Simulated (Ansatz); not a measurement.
This geometry of AlCl2FH2 (6 atoms, charge 0, multiplicity 1) is a first-order saddle point.

These are results of RKS PBE-D4/cc-pVDZ (Ansatz), not measurements.

```xyz
6
Properties=species:S:1:pos:R:3
Al 0.013 -0.171 -0.016
H 0.019 0.091 1.649
Cl 1.853 0.178 -1.013
Cl -1.848 0.113 -0.993
F 0.050 -1.943 0.852
H 0.040 -1.167 1.592
```

(1) Which two structures does it join? (They come from a converged band through this point; their orientation in space is the band's.)

(2) How far does it lie above each of them?

Answers

(1) Bonds broken: Al1–H2, F5–H6. Bonds formed: H2–H6. AlCl2FH2 becomes AlCl2F + H2.

Initial state:

```xyz
6
Properties=species:S:1:pos:R:3
Al 0.010 0.071 0.075
H 0.008 0.600 1.583
Cl 1.835 0.102 -1.044
Cl -1.828 0.034 -1.024
F 0.050 -1.901 0.768
H 0.053 -1.806 1.713
```

Final state:

```xyz
6
Properties=species:S:1:pos:R:3
Al 0.022 -0.694 -0.302
H 0.016 0.196 1.795
Cl 1.835 0.272 -0.803
Cl -1.831 0.205 -0.783
F 0.054 -2.311 0.216
H 0.032 -0.567 1.949
```

(2) 0.058 eV above the first and 1.029 eV above the second. This is the barrier of this one path; another mechanism may lie lower. The orbitals stay closed-shell, which can raise the energy where a bond breaks towards radicals; this wasn't checked here.

Run time: 79 s on 1 thread of Intel(R) Xeon(R) 6975P-C (Granite Rapids) (shared host), peak memory 0.13 GiB.
